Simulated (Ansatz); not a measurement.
# CH5FSeSi: structure from calculated spectroscopic constants

These gas-phase data were calculated for one isomer of CH5FSeSi at B3LYP-D3(BJ)/def2-SVP (harmonic, unscaled wavenumbers; equilibrium rotational constants with average atomic masses):

```
rotational constants            : 5.809, 1.868, 1.532 GHz
all wavenumbers above 1500 cm⁻¹ : 3134, 3131, 3036, 2411, 2253
```

Candidates:

(1) `C[Se][SiH2]F`, a singlet
(2) `C[Si@@H](F)[SeH]`, a singlet

Task: Which candidate do the data belong to?

Result: Candidate (2). 1 mode lies between 2000 and 2380 cm⁻¹, one for each Si–H bond, while (1) has 2.

The same quantities for all candidates:

```
     rotational constants (GHz)   wavenumbers above 1500 cm⁻¹  E above the lowest, B3LYP-D3(BJ)/def2-SVP (kcal/mol)
(1)         6.238, 1.993, 1.719  3180, 3174, 3061, 2265, 2243                                                  13.8
(2)         5.809, 1.868, 1.532  3134, 3131, 3036, 2411, 2253                                                   0.0
```

Harmonic stretches to hydrogen usually lie a few per cent above observed fundamentals. Each candidate is one conformer. Programs: Ansatz 0.2.0.
